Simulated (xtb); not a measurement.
B(F)(NCO)2 (C₂BFN₂O₂), SMILES O=C=NB(F)N=C=O. All values are semi-empirical tight-binding results from xtb (GFN2-xTB unless named), good for trends rather than for accurate numbers. The structure is a stationary point at GFN2-xTB. One conformer was computed; it need not be the lowest.

Optimised geometry:

```xyz
8

B      0.0000     0.0000    -0.9224
F      0.0000     0.0000    -2.2389
N      0.0000    -1.2305    -0.2492
C      0.0000    -2.0849     0.5798
O      0.0000    -2.9555     1.3308
N      0.0000     1.2305    -0.2492
C      0.0000     2.0849     0.5798
O      0.0000     2.9555     1.3308
```

```yaml
point_group_as_xtb_finds_it: C2v
orbital_gap: 4.87 eV
dipole_moment: 0.09 D
zero_point_energy: 21.1 kcal/mol
G − E(el) at 298.15 K (modified RRHO): 0.1 kcal/mol
static polarisability (D4 model): 54.6 bohr³
solvation energy, GFN2-xTB/ALPB(water): -0.5 kcal/mol
solvation energy, GFN2-xTB/ALPB(benzene): -6.8 kcal/mol
```

Computed IR lines (harmonic; lines under 4 % of the strongest left out, lines within 3 cm⁻¹ merged):
ν (cm⁻¹): 489 (w), 1086 (m), 1255 (m), 1624 (w), 2492 (vs), 2566 (m) (against the strongest line: vs over 80 %, s over 45 %, m over 15 %, w over 4 %, vw less)

Computed atomic charges and the Wiberg bond orders between heavy atoms:
charges (e) B1 0.48, F2 -0.24, N3 -0.23, C4 0.34, O5 -0.23, N6 -0.23, C7 0.34, O8 -0.23. Bond orders B1–F2 1.07, B1–N3 1.09, N3–C4 1.94, N3–O5 0.35, C4–O5 1.95, B1–N6 1.09, N6–C7 1.94, N6–O8 0.35, C7–O8 1.95.
